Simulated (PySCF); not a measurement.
F₃Sc, singlet, geometry from GFN2-xTB (such geometries of metal compounds can be far from the true shape); TPSS/cc-pVDZ run with PySCF.

Input for PySCF:
```python
from pyscf import gto, scf, dft

mol = gto.M(
    atom='''
Sc    0.00000000   -0.00000000    0.00000000
F    -1.49196408   -0.92465244    0.06317319
F    -0.00096259    1.62400390   -0.66898447
F     1.49292667   -0.69935146    0.60581128
''',
    basis='cc-pvdz',
    verbose=4,
)

mf = dft.RKS(mol)
mf.xc = 'tpss'
mf.diis_space = 12
mf.kernel()
mf.analyze()
```

### Question
Predict the main parts of the log of this PySCF run.

### Answer

```
PySCF version 2.14.0

[INPUT] verbose = 4
[INPUT] num. atoms = 4
[INPUT] num. electrons = 48
[INPUT] charge = 0
[INPUT] spin (= nelec alpha-beta = 2S) = 0
[INPUT] symmetry False subgroup None
[INPUT] Mole.unit = angstrom
[INPUT] Symbol           X                Y                Z      unit          X                Y                Z       unit  Magmom
[INPUT]  1 Sc     0.000000000000   0.000000000000   0.000000000000 AA    0.000000000000   0.000000000000   0.000000000000 Bohr   0.0
[INPUT]  2 F     -1.491964080000  -0.924652440000   0.063173190000 AA   -2.819403498889  -1.747339872011   0.119380027515 Bohr   0.0
[INPUT]  3 F     -0.000962590000   1.624003900000  -0.668984470000 AA   -0.001819031470   3.068922596226  -1.264197429887 Bohr   0.0
[INPUT]  4 F      1.492926670000  -0.699351460000   0.605811280000 AA    2.821222530359  -1.321582724215   1.144817402372 Bohr   0.0

nuclear repulsion = 213.098190629212
number of shells = 22
number of NR pGTOs = 200
number of NR cGTOs = 85
basis = cc-pvdz
ecp = {}

******** <class 'pyscf.dft.rks.RKS'> ********
method = RKS
initial guess = minao
damping factor = 0
level_shift factor = 0
DIIS = <class 'pyscf.scf.diis.CDIIS'>
diis_start_cycle = 1
diis_space = 12
diis_damp = 0
SCF conv_tol = 1e-09
SCF conv_tol_grad = None
SCF max_cycles = 50
direct_scf = True
direct_scf_tol = 1e-13
XC library pyscf.dft.libxc version 7.1.2
    S. Lehtola, C. Steigemann, M. J. T. Oliveira, and M. A. L. Marques,  SoftwareX 7, 1–5 (2018)
XC functionals = tpss
    J. Tao, J. P. Perdew, V. N. Staroverov, and G. E. Scuseria,  Phys. Rev. Lett. 91, 146401 (2003)
    J. P. Perdew, J. Tao, V. N. Staroverov, and G. E. Scuseria,  J. Chem. Phys. 120, 6898 (2004)
    J. Tao, J. P. Perdew, V. N. Staroverov, and G. E. Scuseria,  Phys. Rev. Lett. 91, 146401 (2003)
    J. P. Perdew, J. Tao, V. N. Staroverov, and G. E. Scuseria,  J. Chem. Phys. 120, 6898 (2004)
radial grids:
    Treutler-Ahlrichs [JCP 102, 346 (1995); DOI:10.1063/1.469408] (M4) radial grids

becke partition: Becke, JCP 88, 2547 (1988); DOI:10.1063/1.454033
pruning grids: <function nwchem_prune>
grids dens level: 3
symmetrized grids: False
atomic radii adjust function: <function treutler_atomic_radii_adjust>
small_rho_cutoff = 0
Set gradient conv threshold to 3.16228e-05
Initial guess from minao.
tot grids = 63432
init E= -1060.38417827409
  HOMO = -0.562126100508392  LUMO = -0.366942531298954  gap/eV = 5.31122
cycle= 1 E= -1060.34659560556  delta_E= 0.0376  |g|=    1  |ddm|= 22.8
  HOMO = -0.23910722634926  LUMO = -0.0193469728831759  gap/eV = 5.97998
cycle= 2 E= -1060.404923661  delta_E= -0.0583  |g|= 0.847  |ddm|=   24
  HOMO = -0.318146334844814  LUMO = -0.106051193135651  gap/eV = 5.77140
cycle= 3 E= -1060.56103756488  delta_E= -0.156  |g|= 0.311  |ddm|= 11.4
  HOMO = -0.342021627352345  LUMO = -0.0977434937022683  gap/eV = 6.64715
cycle= 4 E= -1060.57481195253  delta_E= -0.0138  |g|= 0.114  |ddm|= 0.92
  HOMO = -0.337500844740289  LUMO = -0.103078859488758  gap/eV = 6.37895
cycle= 5 E= -1060.5773557077  delta_E= -0.00254  |g|= 0.00451  |ddm|= 0.589
  HOMO = -0.337609844853374  LUMO = -0.102810142567149  gap/eV = 6.38923
cycle= 6 E= -1060.57735991619  delta_E= -4.21e-06  |g|= 0.00019  |ddm|= 0.0294
  HOMO = -0.337621196587705  LUMO = -0.102818501865257  gap/eV = 6.38931
cycle= 7 E= -1060.57735992096  delta_E= -4.77e-09  |g|= 1.42e-05  |ddm|= 0.00162
  HOMO = -0.337621970775487  LUMO = -0.102819567162916  gap/eV = 6.38930
cycle= 8 E= -1060.57735992091  delta_E= 5.5e-11  |g|= 2.27e-05  |ddm|= 4.27e-05
  HOMO = -0.337621716789554  LUMO = -0.102819696758806  gap/eV = 6.38929
Extra cycle  E= -1060.57735992043  delta_E= 4.76e-10  |g|= 5.64e-05  |ddm|= 5.72e-05
converged SCF energy = -1060.57735992043
**** SCF Summaries ****
Total Energy =                       -1060.577359920432400
Nuclear Repulsion Energy =             213.098190629211871
One-electron Energy =                -1886.507032929671823
Two-electron Energy =                  612.831482380027637
Two-electron Coulomb Energy =          683.541486625869084
DFT Exchange-Correlation Energy =      -70.710004245841390
HOMO-LUMO gap [eV] =                     6.389288405332479
**** MO energy ****
MO #1   energy= -160.999930790892  occ= 2
MO #2   energy= -24.4002822052595  occ= 2
MO #3   energy= -24.4002652829212  occ= 2
MO #4   energy= -24.4002446711095  occ= 2
MO #5   energy= -17.3061165346943  occ= 2
MO #6   energy= -14.2463144140882  occ= 2
MO #7   energy= -14.2428917820876  occ= 2
MO #8   energy= -14.2428917226532  occ= 2
MO #9   energy= -2.00437395060608  occ= 2
MO #10  energy= -1.26406949000646  occ= 2
MO #11  energy= -1.26406679395205  occ= 2
MO #12  energy= -1.22872236481681  occ= 2
MO #13  energy= -1.06363542424448  occ= 2
MO #14  energy= -1.01841289726543  occ= 2
MO #15  energy= -1.01840281628233  occ= 2
MO #16  energy= -0.38389399375864  occ= 2
MO #17  energy= -0.383890457275038 occ= 2
MO #18  energy= -0.374971208969191 occ= 2
MO #19  energy= -0.366995099067684 occ= 2
MO #20  energy= -0.366984772785683 occ= 2
MO #21  energy= -0.352358307688263 occ= 2
MO #22  energy= -0.341322964346222 occ= 2
MO #23  energy= -0.337628099742858 occ= 2
MO #24  energy= -0.337621716789554 occ= 2
MO #25  energy= -0.102819696758806 occ= 0
MO #26  energy= -0.052726025673076 occ= 0
MO #27  energy= -0.0527256000659238 occ= 0
MO #28  energy= -0.00557269528532383 occ= 0
MO #29  energy= -0.00472285081664153 occ= 0
MO #30  energy= 0.0166004644945546 occ= 0
MO #31  energy= 0.0166021982741614 occ= 0
MO #32  energy= 0.0281733576412957 occ= 0
 ** Mulliken pop on meta-lowdin orthogonal AOs  **
 ** Mulliken pop  **
 ** Mulliken atomic charges  **
charge of    0Sc =      1.28344
charge of    1F =     -0.42782
charge of    2F =     -0.42782
charge of    3F =     -0.42780
Dipole moment(X, Y, Z, Debye):  0.00018, -0.00009,  0.00007
```
